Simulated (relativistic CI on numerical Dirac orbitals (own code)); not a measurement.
# Co IV: what numerical and physical settings do to a radial Dirac CI calculation

Reference input:

```
atom Co  Z=27  charge=3  electrons=24
nucleus A=59  rms_radius_fm=3.7875
hamiltonian dirac-coulomb  breit=on  qed=on  c_scale=1
orbitals kli  potential=per-configuration
slater_scale 1
correlation none
mixing on
grid step=0.0125 r_max=37.3
scf mixing=0.4 start=green max_iterations=150 tolerance=2e-08 node_fill=0.05
configurations
  [Ar] 3d6
  [Ar] 3d5 4s
end
```

Computed lowest total energy -1389.24226 Ha, first excitation 619.4 cm⁻¹, 24 SCF steps. Runs with settings changed; * marks those that are bad on purpose (the QED terms keep the true α when c is scaled):

```tsv
Changed	Outcome	Lowest level	ΔE (Ha)	First excitation (cm⁻¹)	SCF steps	Message
QED terms off, SCF mixing 0.1	converged	3d⁶ ⁵D4	-0.356	616.8	28	
speed of light × 10, end of the grid at 111.9 bohr, grid step 0.02	converged	3d⁶ ⁵D4	9.99	6.3	24	
iteration limit 30, speed of light × 10	converged	3d⁶ ⁵D4	9.99	6.3	23	
Slater scale 1.2, node fill of the KLI weights 0.5	converged	3d⁶ ⁵D4	-0.0124	654.3	25	
charge 2 *	refused				0	configuration [Ar] 3d6 has 24 electrons, the ion has 25
end of the grid at 5.59 bohr *	not converged				11	orbital 3p1/2 not found
```

With so few configurations and no correlation, terms lie too far apart (by 10 to 50 % near neutrality), their order can be wrong, and levels of other configurations are missing.
